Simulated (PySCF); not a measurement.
# Computed records: B3FH4, B3H7Si, B2ClH3, B2H5NSi and others

Computed with PySCF 2.14.0. Calculation on a computer-drawn molecule: the log of a Hartree-Fock and frozen-core CCSD(T) single point meant for a local Hartree-Fock minimum, with one planted fault or none, to be diagnosed. Offsets are logged minus clean, where the clean run is the same molecule without the fault. The reference is restricted for singlets and unrestricted otherwise, and also for a bond in bohr or an excited solution. Adding or removing an electron swaps singlet and doublet. The excited solution moves the top pair (singlet) or top alpha electron (doublet) to the lowest empty orbital. Highest occupied and lowest empty are orbital energies over both spins, largest force is the largest gradient component, triples share is (T) over the correlation energy, the T1 limit is 0.02 restricted and 0.045 unrestricted, electrons count all cores, a negative frequency is imaginary (commonest isotopes), and the dipole is about the centre of nuclear charge.

Common to all runs: meant charge 0; meant multiplicity 1; logged SCF converged yes; possible faults no fault, one electron removed, one electron added, multiplicity raised by two, geometry at a saddle point, SCF held on an excited solution, minimal basis STO-3G, one bond length entered in bohr, all coordinates scaled.

```yaml
- entry: 1
  formula: B3FH4
  logged_structure:
    atoms_angstrom:
      - [B, -1.5757, -0.2083, 0.0]
      - [B, -0.0134, 0.6096, 0.0]
      - [B, 1.5236, -0.2342, 0.0]
      - [F, 2.6618, 0.4607, 0.0]
      - [H, -2.6139, 0.3984, 0.0]
      - [H, -1.663, -1.4091, 0.0]
      - [H, 0.0185, 1.8143, 0.0]
      - [H, 1.662, -1.4314, 0.0]
  given:
    meant_basis: cc-pVDZ
    logged_electrons: 28
    logged_basis_functions: 76
    logged_spin_squared: 0.0
    "logged_highest_occupied [eV]": -11.06
    "logged_lowest_empty [eV]": -0.23332
    "logged_largest_force [hartree/bohr]": 4.3957e-05
    "logged_lowest_frequency [cm^-1]": -438.1
    logged_T1_diagnostic: 0.013449
    logged_D1_diagnostic: 0.049806
    logged_triples_share: 0.020756
    logged_CC_converged: "yes"
    "logged_dipole_magnitude [debye]": 1.0296
    logged_SCF_stable_within_its_kind: "yes"
    "logged_energy_HF [hartree]": -175.78523
    "logged_energy_CCSD(T) [hartree]": -176.26268
    drawn_bonds_atom: [1, 2, 3, 1, 1, 2, 3]
    drawn_bonds_other_atom: [2, 3, 4, 5, 6, 7, 8]
    drawn_bonds_order: [1, 1, 1, 1, 1, 1, 1]
  results:
    planted_fault: "geometry at a saddle point"
    "HF_energy_offset_from_clean_run [kcal/mol]": 18.1
    "CCSD(T)_energy_offset_from_clean_run [kcal/mol]": 19.67
- entry: 2
  formula: B3FH4
  logged_structure:
    atoms_angstrom:
      - [B, 0.3561, 1.7399, 0.6671]
      - [B, 0.5152, 0.4968, 1.8355]
      - [B, 1.0118, -1.1488, 1.5579]
      - [F, 0.0999, -2.1263, 1.2715]
      - [H, -0.7205, 1.9618, 0.114]
      - [H, 1.3059, 2.4573, 0.3543]
      - [H, 0.2938, 0.8121, 3.0109]
      - [H, 2.1895, -1.5085, 1.6151]
  given:
    meant_basis: cc-pVDZ
    logged_electrons: 28
    logged_basis_functions: 76
    logged_spin_squared: 0.0
    "logged_highest_occupied [eV]": -11.261
    "logged_lowest_empty [eV]": 1.7694
    "logged_largest_force [hartree/bohr]": 0.017985
    logged_T1_diagnostic: 0.015765
    logged_D1_diagnostic: 0.049084
    logged_triples_share: 0.022515
    logged_CC_converged: "yes"
    "logged_dipole_magnitude [debye]": 1.2313
    logged_SCF_stable_within_its_kind: "yes"
    "logged_energy_HF [hartree]": -175.81091
    "logged_energy_CCSD(T) [hartree]": -176.29267
    drawn_bonds_atom: [1, 2, 3, 1, 1, 2, 3]
    drawn_bonds_other_atom: [2, 3, 4, 5, 6, 7, 8]
    drawn_bonds_order: [1, 1, 1, 1, 1, 1, 1]
  results:
    planted_fault: "all coordinates scaled, by +2.3 %"
    "HF_energy_offset_from_clean_run [kcal/mol]": 1.989
    "CCSD(T)_energy_offset_from_clean_run [kcal/mol]": 0.8476
- entry: 3
  formula: B3H7Si
  logged_structure:
    atoms_angstrom:
      - [B, -2.5467, -1.3459, -2.1339]
      - [B, -1.1956, -1.2832, -1.1401]
      - [B, -0.6389, -0.0054, -0.2269]
      - [Si, 0.685, 1.4009, -0.9011]
      - [H, -2.492, -1.034, -3.2945]
      - [H, -3.61, -1.7245, -1.7174]
      - [H, -0.5251, -2.2916, -1.0913]
      - [H, -1.0048, 0.1238, 0.9133]
      - [H, 0.0264, 2.7333, -0.8703]
      - [H, 1.1622, 1.1601, -2.286]
      - [H, 1.8712, 1.4434, -0.0079]
  given:
    meant_basis: "cc-pV(D+d)Z"
    logged_electrons: 36
    logged_basis_functions: 100
    logged_spin_squared: 0.0
    "logged_highest_occupied [eV]": -5.4023
    "logged_lowest_empty [eV]": -3.3584
    "logged_largest_force [hartree/bohr]": 0.084148
    logged_CC_converged: "no"
    "logged_dipole_magnitude [debye]": 1.9129
    logged_SCF_stable_within_its_kind: "no"
    "logged_energy_HF [hartree]": -366.60564
    drawn_bonds_atom: [1, 2, 3, 1, 1, 2, 3, 4, 4, 4]
    drawn_bonds_other_atom: [2, 3, 4, 5, 6, 7, 8, 9, 10, 11]
    drawn_bonds_order: [1, 1, 1, 1, 1, 1, 1, 1, 1, 1]
  results:
    planted_fault: "SCF held on an excited solution"
    "HF_energy_offset_from_clean_run [kcal/mol]": 238.5
  notes: ["CCSD not converged"]
- entry: 4
  formula: B2ClH3
  logged_structure:
    atoms_angstrom:
      - [B, 0.1324, 1.0005, 0.1291]
      - [B, 0.4459, 1.3269, -1.5015]
      - [Cl, 2.9866, 3.3747, -2.2775]
      - [H, -0.6187, 1.6863, 0.768]
      - [H, 0.6541, 0.0755, 0.69]
      - [H, -0.1687, 0.8851, -2.4279]
  given:
    meant_basis: "cc-pV(D+d)Z"
    logged_electrons: 30
    logged_basis_functions: 66
    logged_spin_squared: 0.9248
    "logged_highest_occupied [eV]": -9.7169
    "logged_lowest_empty [eV]": -0.64098
    "logged_largest_force [hartree/bohr]": 0.014994
    logged_T1_diagnostic: 0.033366
    logged_D1_diagnostic: 0.168
    logged_triples_share: 0.022398
    logged_CC_converged: "yes"
    "logged_dipole_magnitude [debye]": 1.1043
    logged_SCF_stable_within_its_kind: "yes"
    "logged_energy_HF [hartree]": -510.48691
    "logged_energy_CCSD(T) [hartree]": -510.80827
    drawn_bonds_atom: [1, 2, 1, 1, 2]
    drawn_bonds_other_atom: [2, 3, 4, 5, 6]
    drawn_bonds_order: [1, 1, 1, 1, 1]
  results:
    planted_fault: "one bond length entered in bohr, row 2 of the drawn bonds"
    "HF_energy_offset_from_clean_run [kcal/mol]": 83.05
    "CCSD(T)_energy_offset_from_clean_run [kcal/mol]": 101.1
- entry: 5
  formula: B2H5NSi
  logged_structure:
    atoms_angstrom:
      - [B, -2.7703, 0.1323, 1.0563]
      - [B, -1.1599, 0.4151, 0.5638]
      - ["N", -0.1505, -0.5203, 0.7727]
      - [Si, 0.9682, -1.5734, 1.0142]
      - [H, -3.5776, -0.392, 0.3302]
      - [H, -3.1706, 0.4544, 2.1472]
      - [H, -0.8773, 1.4604, 0.0141]
      - [H, 1.7941, -1.6172, 2.2293]
      - [H, 1.3087, -2.6317, 0.0526]
  given:
    meant_basis: "cc-pV(D+d)Z"
    logged_electrons: 36
    logged_basis_functions: 90
    logged_spin_squared: 2.0488
    "logged_highest_occupied [eV]": -6.3006
    "logged_lowest_empty [eV]": -0.59729
    "logged_largest_force [hartree/bohr]": 0.088344
    logged_T1_diagnostic: 0.033763
    logged_D1_diagnostic: 0.14933
    logged_triples_share: 0.038249
    logged_CC_converged: "yes"
    "logged_dipole_magnitude [debye]": 6.6939
    logged_SCF_stable_within_its_kind: "yes"
    "logged_energy_HF [hartree]": -395.49842
    "logged_energy_CCSD(T) [hartree]": -395.98115
    drawn_bonds_atom: [1, 2, 3, 1, 1, 2, 4, 4]
    drawn_bonds_other_atom: [2, 3, 4, 5, 6, 7, 8, 9]
    drawn_bonds_order: [1, 1, 2, 1, 1, 1, 1, 1]
  results:
    planted_fault: "multiplicity raised by two"
    "HF_energy_offset_from_clean_run [kcal/mol]": 80.87
    "CCSD(T)_energy_offset_from_clean_run [kcal/mol]": 83.5
- entry: 6
  formula: B3H5O
  logged_structure:
    atoms_angstrom:
      - [B, -2.5737, 0.9435, 1.2819]
      - [B, -1.0071, 0.9297, 0.6134]
      - [O, -0.8327, 0.791, -0.7433]
      - [B, 0.3494, 0.7627, -1.4173]
      - [H, -3.1099, -0.0664, 1.6557]
      - [H, -3.1851, 1.9676, 1.4388]
      - [H, -0.023, 1.04, 1.307]
      - [H, 1.3889, 0.8644, -0.8235]
      - [H, 0.3071, 0.6342, -2.6084]
  given:
    meant_basis: cc-pVDZ
    logged_electrons: 29
    logged_basis_functions: 81
    logged_spin_squared: 0.7603
    "logged_highest_occupied [eV]": 0.14557
    "logged_lowest_empty [eV]": 6.6565
    "logged_largest_force [hartree/bohr]": 0.042509
    logged_T1_diagnostic: 0.015099
    logged_D1_diagnostic: 0.04945
    logged_triples_share: 0.02649
    logged_CC_converged: "yes"
    "logged_dipole_magnitude [debye]": 8.2707
    logged_SCF_stable_within_its_kind: "yes"
    "logged_energy_HF [hartree]": -151.82356
    "logged_energy_CCSD(T) [hartree]": -152.33069
    drawn_bonds_atom: [1, 2, 3, 1, 1, 2, 4, 4]
    drawn_bonds_other_atom: [2, 3, 4, 5, 6, 7, 8, 9]
    drawn_bonds_order: [1, 1, 1, 1, 1, 1, 1, 1]
  results:
    planted_fault: "one electron added"
    "HF_energy_offset_from_clean_run [kcal/mol]": 25.7
    "CCSD(T)_energy_offset_from_clean_run [kcal/mol]": 10.72
  notes: ["highest electron not bound in this basis"]
- entry: 7
  formula: B2H4OSi
  logged_structure:
    atoms_angstrom:
      - [B, 1.2226, 0.303, -1.7773]
      - [B, -0.1016, 1.1632, -1.4221]
      - [O, -0.9413, 0.7786, -0.53]
      - [Si, -1.915, 0.5259, 0.6611]
      - [H, 1.2238, -0.4848, -2.6025]
      - [H, 2.2114, 0.4716, -1.2331]
      - [H, -0.328, 2.148, -1.9662]
      - [H, -2.8634, -0.2991, -0.0515]
  given:
    meant_basis: "cc-pV(D+d)Z"
    logged_electrons: 36
    logged_basis_functions: 85
    logged_spin_squared: 0.0
    "logged_highest_occupied [eV]": -8.816
    "logged_lowest_empty [eV]": 1.312
    "logged_largest_force [hartree/bohr]": 0.064099
    logged_T1_diagnostic: 0.017166
    logged_D1_diagnostic: 0.048116
    logged_triples_share: 0.025209
    logged_CC_converged: "yes"
    "logged_dipole_magnitude [debye]": 0.48134
    logged_SCF_stable_within_its_kind: "yes"
    "logged_energy_HF [hartree]": -415.46635
    "logged_energy_CCSD(T) [hartree]": -415.94567
    drawn_bonds_atom: [1, 2, 3, 1, 1, 2, 4]
    drawn_bonds_other_atom: [2, 3, 4, 5, 6, 7, 8]
    drawn_bonds_order: [1, 1, 1, 1, 1, 1, 1]
  results:
    planted_fault: "all coordinates scaled, by -5.2 %"
    "HF_energy_offset_from_clean_run [kcal/mol]": 13.59
    "CCSD(T)_energy_offset_from_clean_run [kcal/mol]": 17.68
- entry: 8
  formula: B2H4OSi
  logged_structure:
    atoms_angstrom:
      - [B, 1.2897, 0.3196, -1.8748]
      - [B, -0.1071, 1.227, -1.5001]
      - [O, -0.993, 0.8213, -0.5591]
      - [Si, -2.02, 0.5548, 0.6973]
      - [H, 1.2909, -0.5114, -2.7453]
      - [H, 2.3327, 0.4974, -1.3008]
      - [H, -0.346, 2.2659, -2.0741]
      - [H, -3.0204, -0.3155, -0.0544]
  given:
    meant_basis: "cc-pV(D+d)Z"
    logged_electrons: 37
    logged_basis_functions: 85
    logged_spin_squared: 0.7737
    "logged_highest_occupied [eV]": -0.44884
    "logged_lowest_empty [eV]": 5.5562
    "logged_largest_force [hartree/bohr]": 0.073236
    logged_T1_diagnostic: 0.024756
    logged_D1_diagnostic: 0.089396
    logged_triples_share: 0.027483
    logged_CC_converged: "yes"
    "logged_dipole_magnitude [debye]": 5.9737
    logged_SCF_stable_within_its_kind: "yes"
    "logged_energy_HF [hartree]": -415.47533
    "logged_energy_CCSD(T) [hartree]": -415.96917
    drawn_bonds_atom: [1, 2, 3, 1, 1, 2, 4]
    drawn_bonds_other_atom: [2, 3, 4, 5, 6, 7, 8]
    drawn_bonds_order: [1, 1, 1, 1, 1, 1, 1]
  results:
    planted_fault: "one electron added"
    "HF_energy_offset_from_clean_run [kcal/mol]": 7.955
    "CCSD(T)_energy_offset_from_clean_run [kcal/mol]": 2.938
```
